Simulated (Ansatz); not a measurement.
Stepwise reaction of `[F][W]([F])(=[S])([Cl])[Cl]` with hydrogen fluoride, as a gas-phase model of exchange steps in deposition or etching. ΔE in kJ/mol; ΔG adds harmonic PBE0-D4 terms to CCSD(T)/CBS, at 1 bar.

Computed with Ansatz on PBE0-D4/def2-TZVP structures; ΔE is electronic, products minus reactants. CCSD(T)/CBS adds triple-zeta CCSD(T) − MP2 to the extrapolated MP2 energy (def2 sets, frozen cores). This one scheme is used for every species. DFT in def2-TZVPP. B3LYP here is the variant with VWN-RPA as its local correlation; programs differ in this. Elements past krypton have def2 core potentials. For W outer-core shells are correlated without core-valence functions, which leaves a few kJ/mol of doubt a bond.

```tsv
step	reaction	PBE-D4	B3LYP-D4	ωB97M-V	CCSD(T)/CBS	ΔG(400 K)
1	`[F][W]([F])(=[S])([Cl])[Cl]` + H–F → `[F][W]([F])([F])(=[S])[Cl]` + HCl	-17.8	-21.0	-25.1	-10.2	-16.1
```

(1) Give the row of step 2, `[F][W]([F])([F])(=[S])[Cl]` + H–F → `[F][W]([F])([F])([F])=[S]` + HCl. (An estimate is asked.)

(2) By hand: ΔE of the 2 steps together at CCSD(T)/CBS.

Results:

(1) Ansatz gave: 
```tsv
step	reaction	PBE-D4	B3LYP-D4	ωB97M-V	CCSD(T)/CBS	ΔG(400 K)
2	`[F][W]([F])([F])(=[S])[Cl]` + H–F → `[F][W]([F])([F])([F])=[S]` + HCl	-17.5	-20.5	-24.0	-10.9	-12.1
```

(2) (-10.2) + (-10.9) = -21.1 kJ/mol, or -10.6 kJ/mol a step.

In ΔE the steps differ by no more than 0.7 kJ/mol. All are downhill at CCSD(T)/CBS. ΔG lies between -16.1 and -12.1 kJ/mol a step. PBE-D4 differs from CCSD(T)/CBS by -7.6 to -6.6 kJ/mol a step. Isolated molecules leave out the surface, adducts and barriers. Largest T1 diagnostic: 0.021.
